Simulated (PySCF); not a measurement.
## Löwdin shares of the frontier orbitals

C5H4F3P.
Geometry (PBE0-D3(BJ)/def2-SVP, Å), atoms numbered from 1 in this order:
```
atom  x, y, z in Å
C1     2.8835   -0.2312   -0.1962
C2     1.6020    0.0260    0.0821
P3     0.5021    0.7288   -1.1989
C4    -0.8304    1.5168   -0.1995
C5    -1.1600    0.3084   -0.5596
C6    -2.2202   -0.7203   -0.4317
F7    -1.7620   -1.7796    0.2394
F8    -3.2821   -0.2487    0.2234
F9    -2.6308   -1.1410   -1.6267
H10    3.3035   -0.0252   -1.1877
H11    3.5641   -0.6587    0.5468
H12    1.1891   -0.1920    1.0762
H13   -1.1623    2.3977    0.3491
```

Computed, not measured: PySCF, TDDFT PBE0/def2-SVPD, vertical, gas phase, core orbitals frozen in the response.

Frontier orbitals with the atoms that hold most of them (Löwdin shares over 4%, at most four atoms; ? is withheld):

```tsv
orbital	ε (eV)	atoms
LUMO+2	0.56	P3 28%, C2 22%, C1 15%, C5 9%
LUMO+1	-0.73	P3 22%, C4 20%, C5 17%, C1 15%
LUMO	?	?
HOMO	-7.32	P3 48%, C2 15%, C5 14%, C4 14%
HOMO-1	-7.83	?
HOMO-2	-9.58	P3 25%, C2 22%, C1 14%, C5 14%
HOMO-3	-9.70	C4 30%, C5 27%, P3 18%, C2 8%
```

Give the leading atoms of the LUMO.

C4 (bonded to C, P and H) 26%; C5 (bonded to 2 C and P) 22%; C1 (bonded to C and 2 H) 14%; C2 (bonded to C, P and H) 12%.

Give the leading atoms of the HOMO-1.

C1 (bonded to C and 2 H) 27%; C2 (bonded to C, P and H) 24%; P3 (bonded to 3 C) 14%; C4 (bonded to C, P and H) 11%. By element: carbon 62% or more, phosphorus 14%.

What is the LUMO energy, and the HOMO–LUMO gap?

ε(LUMO) = -1.48 eV; the gap is 5.84 eV (0.2145 hartree).

How does S1 compare with the orbital gap of 5.84 eV?

S1 is at 4.53 eV (f = 0.0086), 1.31 eV below the gap, made of HOMO→LUMO (97%). Without the coupling terms of the response equations the lowest excitation would equal the gap.

Give energy, strength and leading configuration of S1 and S4, and follow the Löwdin shares of the leading atoms from the occupied to the empty orbital.

- S1 (4.53 eV, f 0.0086), HOMO→LUMO (97%): P3 48% → at most 12%, C2 15% → 12%, C4 14% → 26%, C5 14% → 22%
- S4 (6.30 eV, f 0.207), HOMO-1→LUMO+1 (74%): C1 27% → 15%, C2 24% → at most 15%, P3 14% → 22%, C4 11% → 20%

Löwdin shares depend on the basis, the more so with diffuse functions.

The run took 3.1 min of wall time (grids of density and orbitals included) on Arm Neoverse V2, one thread, shared host, and the process peaked at 0.93 GiB of memory.

One conformer stands for the species.
